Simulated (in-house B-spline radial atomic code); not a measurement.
Inner levels of bromine as electrons are removed. A shift is the extra binding of the orbital against the neutral atom ([Ar] 3d10 4s2 4p5). The density at the nucleus is averaged over the nuclear charge. Computed with a B-spline radial code for spherical atoms: Dirac-Hartree-Fock, average of the configuration, finite nuclei.

```tsv
ion	configuration	shift of 1s1/2 (eV)	shift of 2p3/2 (eV)	shift of 3d3/2 (eV)	radius of 1s1/2 (bohr)	radius of 2p3/2 (bohr)	radius of 3d3/2 (bohr)	Σ<r²> (bohr²)	change of density at nucleus (bohr⁻³)
Br	[Ar] 3d10 4s2 4p5	0	0	0	0.04273	0.16661	0.58386	40.101	-
Br+	[Ar] 3d10 4s2 4p4	11.399	11.314	11.237	0.04273	0.16661	0.58329	31.626	4.3368
Br2+	[Ar] 3d10 4s2 4p3	24.568	24.321	24.087	0.04273	0.16661	0.58231	25.249	9.5868
Br3+	[Ar] 3d10 4s2 4p2	39.305	38.81	38.327	0.042729	0.1666	0.58092	20.142	15.617
Br4+	[Ar] 3d10 4s2 4p1	55.483	54.647	53.808	0.042729	0.1666	0.57913	15.897	22.356
Br5+	[Ar] 3d10 4s2	73.011	71.737	70.424	0.042728	0.16659	0.57698	12.28	29.769
Br6+	[Ar] 3d10 4s1	92.961	91.237	89.358	0.042728	0.16658	0.57402	9.5753	-10.011
Br7+	[Ar] 3d10	114.04	111.78	109.21	0.042728	0.16657	0.5708	7.1618	-56.777
Br8+	[Ar] 3d9	153.8	152.21	144.66	0.042729	0.1665	0.5531	6.4384	-42.029
Br9+	[Ar] 3d8	196.18	195.22	181.98	0.04273	0.16641	0.53691	5.7985	-25.456
Br10+	[Ar] 3d7	241.15	240.76	221.11	0.042732	0.1663	0.522	5.2271	-7.0848
Br11+	[Ar] 3d6	288.66	288.76	262	0.042733	0.16618	0.50818	4.7131	13.058
Br12+	[Ar] 3d5	338.69	339.17	304.62	0.042735	0.16603	0.4953	4.2479	34.958
Br13+	[Ar] 3d4	391.2	391.96	348.94	0.042736	0.16585	0.48324	3.8247	58.601
Br14+	[Ar] 3d3	446.18	447.08	394.94	0.042738	0.16566	0.47191	3.4379	83.98
```
